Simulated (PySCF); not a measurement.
C7H4BrO2 (charge -1).
Z-matrix (Å and degrees, PBE0-D3(BJ)/def2-SVP geometry), rows numbered from 1:
```
O 
C   1  1.2433
O   2  1.2439  1  130.72
C   2  1.5556  1  114.78  3  -179.83
C   4  1.3961  2  120.60  1  -179.67
C   5  1.3936  4  120.65  2  -179.81
C   6  1.3965  5  120.37  4     0.01
C   7  1.3947  6  118.30  5    -0.07
Br  8  1.9115  7  118.31  6  -179.93
C   8  1.3894  7  122.00  6     0.03
H   5  1.0932  4  116.20  2     0.16
H   6  1.0950  5  120.53  4  -179.99
H   7  1.0918  6  121.36  5   179.94
H  10  1.0926  4  116.94  2    -0.18
```

Method used: PySCF, TDDFT B3LYP/def2-SVPD, vertical, gas phase, core orbitals frozen in the response. The geometry's basis has no diffuse functions, a weakness for an anion. Relativistic effects, spin–orbit coupling among them, are left out although an element past zinc is present.

Frontier orbitals with the atoms that hold most of them (Löwdin shares over 4%, at most four atoms; ? is withheld):

| orbital | ε (eV) | atoms |
| --- | --- | --- |
| LUMO+2 | 2.70 | C10 20%, C5 18%, C8 17%, C6 17% |
| LUMO+1 | 2.48 | C7 21%, C4 20%, C8 11%, C6 11% |
| LUMO | 2.38 | ? |
| HOMO | ? | O3 44%, O1 44%, C2 6% |
| HOMO-1 | -2.20 | ? |
| HOMO-2 | -2.44 | O3 43%, O1 43%, C2 12% |
| HOMO-3 | -3.49 | C5 20%, Br9 17%, C7 15%, C8 15% |

(1) Which atoms hold the LUMO, and with what shares?

(2) Give the leading atoms of the HOMO-1.

(3) What is the HOMO energy, and the HOMO–LUMO gap?

Results:

(1) Br9 (bonded to C) 71%; C8 (bonded to Br and 2 C) 19%.

(2) O1 (bonded to C) 35%; O3 (bonded to C) 35%; C4 (bonded to 3 C) 13%; C2 (bonded to C and 2 O) 12%. By element: oxygen 70%, carbon 25% or more.

(3) ε(HOMO) = -2.03 eV; the gap is 4.41 eV (0.1621 hartree).

The HOMO–LUMO gap is 4.41 eV. Where does the response calculation put the lowest singlet, and from which orbitals?

S1 is at 3.55 eV (f = 0.0000), 0.86 eV below the gap, made of HOMO→LUMO+1 (98%). Its leading pair isn't HOMO and LUMO; the energies of that pair differ by 4.51 eV. Without the coupling terms of the response equations the lowest excitation would equal the gap.

Give energy, strength and leading configuration of S1, S2, S3 and S6, and follow the Löwdin shares of the leading atoms from the occupied to the empty orbital.

- S1 (3.55 eV, f 0.0000), HOMO→LUMO+1 (98%): O3 44% → at most 11%, O1 44% → at most 11%, C7 at most 4% → 21%, C4 at most 4% → 20%
- S2 (3.69 eV, f 0.0000), HOMO-1→LUMO+1 (98%): O1 35% → at most 11%, O3 35% → at most 11%, C7 at most 6% → 21%, C4 13% → 20%
- S3 (3.91 eV, f 0.0000), HOMO→LUMO (96%): O3 44% → at most 4%, O1 44% → at most 4%, Br9 at most 4% → 71%, C8 at most 4% → 19%
- S6 (4.09 eV, f 0.027), HOMO-1→LUMO (95%): O1 35% → at most 4%, O3 35% → at most 4%, Br9 at most 6% → 71%, C8 at most 6% → 19%

Löwdin shares depend on the basis, the more so with diffuse functions.

Hardware: one thread, x86-64 server, on a shared host. Cost: 92 s.
